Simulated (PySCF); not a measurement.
Compound: C₆H₉N₂O (charge +1).
Structure used (GFN2-xTB), in Å, numbered top down from 1:
```xyz
18
C6H9N2O angstrom
C     -0.0833   -1.7781    0.4394
C      0.0819   -0.3635    0.0867
N      1.2729    0.2663   -0.0945
C      2.5611   -0.3208    0.0243
O      2.7236   -1.4587    0.3027
C      1.0228    1.5828   -0.4150
C     -0.3194    1.7404   -0.4247
N     -0.8852    0.5277   -0.1121
C     -2.3017    0.2819   -0.0191
H      0.4257   -1.9977    1.3799
H     -1.1315   -2.0465    0.5265
H      0.3921   -2.4143   -0.3095
H      3.3462    0.4208   -0.1749
H      1.8082    2.2852   -0.6059
H     -0.9098    2.6108   -0.6273
H     -2.6059   -0.4785   -0.7392
H     -2.8404    1.2019   -0.2336
H     -2.5661   -0.0533    0.9844
```

The closed-shell SCF was solved with PySCF and density fitting under several settings on one GFN2-xTB geometry (grid level 2 and gas phase unless stated).

| settings | basis functions | SCF cycles | E (Eh) | HOMO (eV) | LUMO (eV) |
| --- | --- | --- | --- | --- | --- |
| PBE0/pcSseg-1 | 198 | 14 | -418.0244 | -12.31 | -6.31 |
| PBE0/def2-SVPD | 255 | 14 | -417.7937 | -12.29 | -6.37 |
| LC-wPBE/IGLO-II, energy threshold 1e-11 Eh | 252 | 15 | -418.3806 | -14.90 | -3.99 |
| revPBE/pcseg-1 | 171 | 17 | -418.3539 | -11.20 | -7.23 |
| PBE0/6-31G*, grid level 3 | 144 | 14 | -418.0695 | -12.14 | -6.13 |
| HCTH407/def2-SVPD | 255 | 17 | -418.2204 | -11.40 | -7.52 |
| PBE0/6-31++G** | 216 | 14 | -418.0895 | -12.23 | -6.28 |
| B97-D/def2-SVPD, IEF-PCM dimethylsulfoxide | 255 | 16 | -418.0571 | -6.88 | -3.19 |
| KT3/pcSseg-1 | 198 | 17 | -424.9349 | -11.24 | -7.26 |

**Question.** Estimate the row for these settings: PBE0/6-31G*, IEF-PCM dimethylsulfoxide.

**Answer.** 
```json
{"settings": "PBE0/6-31G*, IEF-PCM dimethylsulfoxide", "basis functions": "144", "SCF cycles": "14", "E (Eh)": "-418.1568", "HOMO (eV)": "-7.87", "LUMO (eV)": "-2.03"}
```

**Question.** Over all rows, what range does the HOMO–LUMO gap span?

**Answer.** From 3.69 eV (B97-D/def2-SVPD, IEF-PCM dimethylsulfoxide) to 10.91 eV (LC-wPBE/IGLO-II, energy threshold 1e-11 Eh). The functional of the narrowest has no exact exchange, that of the widest range-separated exact exchange.

**Question.** Compare two rows with the functional PBE0: PBE0/pcSseg-1 and PBE0/6-31++G**. Which energy is lower, and by how much?

**Answer.** PBE0/6-31++G** (216 functions) lies 0.0651 Eh or 41 kcal/mol below PBE0/pcSseg-1 (198 functions).

B97-D ran without the empirical dispersion term, which would shift the total energy alone. Cycle counts include a coarse-grid stage where the run had one. All basis functions are spherical, in the Pople sets too. KT3 was designed for NMR shieldings or shifts; total energies of different functionals aren't comparable. The species at its GFN2-xTB geometry (one conformer only).
